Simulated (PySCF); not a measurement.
Low-lying terms of Cu⁺ (copper, charge +1)

Ground state [Ar] 3d10, ¹S. All numbers are calculated (PySCF 2.14, scalar relativity through the core potential, in aug-cc-pVQZ-PP with ECP10MDF). Vertical excitation energies in eV without spin-orbit coupling; excited terms of each kind are numbered among those the solver found. Frozen: 3s2 3p6.

```json
{"term": "1 3D", "leading excitation": "3d → s", "EOM-EE-CCSD": "2.633"}
{"term": "1 1D", "leading excitation": "3d → s", "EOM-EE-CCSD": "3.078"}
{"term": "1 3P°", "leading excitation": "3d → p", "EOM-EE-CCSD": "8.100"}
{"term": "1 3F°", "leading excitation": "3d → p", "EOM-EE-CCSD": "8.340"}
{"term": "1 1F°", "leading excitation": "3d → p", "EOM-EE-CCSD": "8.501"}
{"term": "1 1D°", "leading excitation": "3d → p", "EOM-EE-CCSD": "8.735"}
{"term": "1 3D°", "leading excitation": "3d → p", "EOM-EE-CCSD": "8.756"}
{"term": "1 1P°", "leading excitation": "3d → p", "EOM-EE-CCSD": "8.950"}
{"term": "2 3D", "leading excitation": "3d → s", "EOM-EE-CCSD": "13.280"}
{"term": "2 1D", "leading excitation": "3d → s", "EOM-EE-CCSD": "13.365"}
```

The solver can miss terms. Rydberg members are limited by the diffuse functions of the basis.
